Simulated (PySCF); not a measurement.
# Mayer bond orders and bond lengths

C6H8ClO2 (charge -1).
SMILES with atom numbers: `[CH2:1]=[C:2]([CH2:3][CH2:4][Cl:5])[CH2:6][C:7](=[O:8])[O-:9]` (hydrogens: H10, H11 on C1; H12, H13 on C3; H14, H15 on C4; H16, H17 on C6)

Structure used (GFN2-xTB), in Å, numbered top down from 1:
```xyz
17
C6H8ClO2 angstrom
C     -0.5271    1.9669    0.5687
C     -0.2398    0.7029    0.2609
C      0.8693    0.3965   -0.7135
C      1.8122   -0.7032   -0.2668
Cl     2.6614   -0.2746    1.2417
C     -1.0427   -0.4413    0.7360
C     -1.7342   -1.2183   -0.5094
O     -2.9576   -1.1209   -0.5591
O     -0.9483   -1.8281   -1.2421
H     -1.3442    2.2175    1.2244
H      0.0320    2.7983    0.1661
H      0.4000    0.0125   -1.6259
H      1.4285    1.3067   -0.9491
H      2.5927   -0.8819   -1.0081
H      1.2568   -1.6216   -0.0858
H     -1.8348   -0.1090    1.4082
H     -0.4313   -1.1904    1.2431
```

Bond orders from the PBE0/pcSseg-1 density (PySCF). The structure is a single GFN2-xTB conformer in the gas phase; no vibrational or solvent corrections. GFN2-xTB frequencies show an imaginary mode (33i cm⁻¹), so this geometry is no minimum at that level. The pcSseg-1 basis has no diffuse functions, a weakness for an anion.

Where do the orders between heavy atoms depart from those drawn in the SMILES?

The largest departure is 0.673, at C7–O9 (drawn single, 1.673). Drawn single, order above 1.12: C7–O9 (1.673). Drawn single, order below 0.88: C6–C7 (0.844). The SMILES, with its formal charges, is one Lewis structure only.

Set the Mayer orders of the bonds beside their lengths.

| bond | drawn as | length (Å) | Mayer order |
| --- | --- | --- | --- |
| C1–C2 | double | 1.332 | 1.956 |
| C2–C3 | single | 1.508 | 1.024 |
| C3–C4 | single | 1.516 | 1.033 |
| C4–Cl5 | single | 1.783 | 0.932 |
| C2–C6 | single | 1.476 | 1.070 |
| C6–C7 | single | 1.623 | 0.844 |
| C7–O8 | double | 1.228 | 1.806 |
| C7–O9 | single | 1.235 | 1.673 |
| C1–H10 | single | 1.077 | 0.942 |
| C1–H11 | single | 1.080 | 0.943 |
| C3–H12 | single | 1.096 | 0.894 |
| C3–H13 | single | 1.094 | 0.944 |
| C4–H14 | single | 1.091 | 0.954 |
| C4–H15 | single | 1.088 | 0.913 |
| C6–H16 | single | 1.091 | 0.946 |
| C6–H17 | single | 1.092 | 0.927 |

By pair of heavy elements: C–C: lowest C6–C7 (0.844, 1.623 Å), highest C1–C2 (1.956, 1.332 Å). C–O: lowest C7–O9 (1.673, 1.235 Å), highest C7–O8 (1.806, 1.228 Å).

Sum the orders of all bonds at each heavy atom with more than one neighbour and set the sums beside the valence in the SMILES.

C1 3.841 (drawn 4), C2 4.050 (drawn 4), C3 3.895 (drawn 4), C4 3.832 (drawn 4), C6 3.787 (drawn 4), C7 4.323 (drawn 4). Orders between atoms that aren't bonded are not in these sums.

For a closed shell the Mayer order of atoms A and B is Σ (PS)μν (PS)νμ over the basis functions μ on A and ν on B, with P the density and S the overlap matrix.
